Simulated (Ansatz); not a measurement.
Mulliken charges of CH₄BCl₃O, SMILES `C[OH+][B-](Cl)(Cl)Cl` from r2SCAN/def2-TZVPP in Ansatz (PBE0-D4/def2-TZVP geometry).

```
atom   x (Å)   y (Å)   z (Å)  charge (e)
  C1   0.299  -1.015   0.850      -0.052
  O2   0.669   0.088  -0.008      -0.030
  B3  -0.470   1.012  -0.673       0.195
 Cl4  -1.618  -0.116  -1.526      -0.215
 Cl5   0.513   2.027  -1.814      -0.212
 Cl6  -1.215   1.903   0.708      -0.204
  H7   1.214  -1.410   1.287       0.093
  H8  -0.240  -1.767   0.276       0.113
  H9  -0.340  -0.589   1.618       0.100
 H10   1.272  -0.183  -0.716       0.212
```

Problem. By hand: the dipole of these point charges (1 e Å = 4.8032 D).

Solution. Σ q r = (0.681, -0.974, 0.554) e Å, of length 1.311 e Å = 6.30 D.

Problem. How does the dipole of the full density compare? (Best estimate.)

Solution. The calculation gave: (0.662, -0.887, 0.438) e Å, 5.72 D; the point charges give 1.10 times that, at 4° from its direction.

Point charges leave out the atoms' own dipoles, such as those of lone pairs, and Mulliken's split depends on the basis, so the close match here is no proof of good charges.
